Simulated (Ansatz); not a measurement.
Pd₃H₂⁻. The state is a doublet with charge -1. Geometry PBE-D4/def2-TZVPD; atoms count from 1.

```xyz
5

Pd   -0.039   -0.529    1.148
Pd   -1.417   -1.896   -0.625
Pd    0.082    0.149   -1.268
H     0.769    0.668    1.771
H     0.605    1.609   -1.026
```

In the def2 sets Pd takes a core potential; there is no spin–orbit coupling. Another isomer (doublet) lies 0.86 eV lower at PBE0-D4/def2-TZVPD; other spin states weren't run for this one.

Question: Estimate the Mulliken populations from the PBE0/def2-TZVPD orbitals of Ansatz.

Answer: 
```csv
atom,charge (e),spin (α − β),d electrons
Pd1,-0.47,0.10,9.20
Pd2,-0.24,0.67,9.49
Pd3,-0.46,0.11,9.21
H4,0.08,0.06,–
H5,0.09,0.06,–
```
Mulliken values depend strongly on the basis. With diffuse functions, as here, like atoms can get unlike values, and bond orders can come out too low or too high.

Question: Where does the spin sit?

Answer: Summed by element: Pd 0.88, H 0.12, of 1 unpaired in all. Largest on single atoms: Pd2 0.67, Pd3 0.11, Pd1 0.10.

Question: And the Mayer bond orders between heavy atoms (over 0.3)?

Answer: Pd1–Pd2 0.62 (2.63 Å); Pd1–Pd3 0.91 (2.51 Å); Pd2–Pd3 0.63 (2.62 Å).
